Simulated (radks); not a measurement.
The silver ion Ag2+ inside a hard spherical wall (all orbitals vanish at R), configuration held at [Kr] 4d9 and not refilled when levels cross. All-electron calculation, scalar-relativistic Kohn-Sham, LDA (Slater exchange, Perdew-Wang correlation), spin-polarised, spherical densities, finite nucleus; open shells are filled with parallel spins first (spin-orbit coupling, left out, can overturn this in heavy ions); Fermi nuclear charge, rms radius 4.5454 fm. Program: a radial shooting solver on a logarithmic mesh with Libxc functionals. Eigenvalues in eV for spin up, with the zero of energy where the potential of the charges vanishes at infinity; a dash marks a level that is unbound or too diffuse for the functional's potential to be trusted. A positive occupied level is held by the wall or, in an anion where self-interaction has pushed it up, behind a barrier. The pressure on the wall is -dE/dV.

| R (bohr) | E (hartree) | kinetic (hartree) | e(3d) | e(4s) | e(4p) | e(4d) | e(5s, empty) | e(5p, empty) | pressure (GPa) |
|---|---|---|---|---|---|---|---|---|---|
| free | -5309.91124 | 5514.748 | -381.79 | -117.98 | -81.450 | -29.471 | -21.267 | -14.571 | 0 |
| 20 | -5309.91124 | 5514.748 | -381.79 | -117.98 | -81.450 | -29.471 | -21.267 | -14.571 | < 0.0001 |
| 10 | -5309.91124 | 5514.748 | -381.79 | -117.98 | -81.450 | -29.471 | -21.267 | -14.570 | < 0.0001 |
| 7 | -5309.91122 | 5514.748 | -381.78 | -117.98 | -81.449 | -29.470 | -21.257 | -14.496 | 0.00214 |
| 5 | -5309.90848 | 5514.779 | -381.66 | -117.87 | -81.340 | -29.368 | -20.805 | -13.297 | 0.639 |
| 4 | -5309.87961 | 5515.016 | -380.83 | -117.15 | -80.652 | -28.700 | -18.645 | -9.561 | 11.1 |
| 3.5 | -5309.80588 | 5515.518 | -379.33 | -115.91 | -79.464 | -27.495 | -15.153 | -4.442 | 48.5 |
| 3 | -5309.55609 | 5516.986 | -375.69 | -113.03 | -76.708 | -24.532 | -6.867 | 6.603 | 228 |
| 2.5 | -5308.64965 | 5521.706 | -366.71 | -106.37 | -70.211 | -17.029 | 14.063 | 32.288 | 1240 |
